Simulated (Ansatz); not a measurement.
BiH₂F, relaxed as a singlet with RKS PBE-D4/def2-TZVP in Ansatz, starting from the GFN2-xTB geometry. Force threshold 0.02 eV/Å.

In the def2 sets Bi takes a core potential; there is no spin–orbit coupling.

Start:

| atom | x (Å) | y (Å) | z (Å) |
| --- | --- | --- | --- |
| Bi1 | -0.193 | 0.785 | -0.126 |
| H2 | -1.126 | -0.570 | -0.774 |
| H3 | -0.270 | -0.002 | 1.456 |
| F4 | 1.589 | -0.212 | -0.556 |

Q: Estimate the energy that the relaxation releases and the steps that it takes.

A: 1.2 kcal/mol, in 4 steps; 4 s on 2 threads of Arm Neoverse V1 on a shared host. No frequencies were taken in this run, so the end may be a saddle point.

Q: Does the start keep its bonding and symmetry?

A: By distances, no bond broke or formed. The bond that changes most is Bi1–H3, from 1.77 to 1.82 Å (atoms count from 1). Point group Cs at the start, Cs at the end, both within 0.05 Å.

Q: Predict the relaxed structure.

A: 
Cartesian coordinates in Å:
```
Bi -0.148 0.759 -0.136
H -1.180 -0.582 -0.803
H -0.290 0.008 1.513
F 1.618 -0.185 -0.574
```
Bond lengths: 1 × Bi–F 2.05 Å; 2 × Bi–H 1.82 Å.
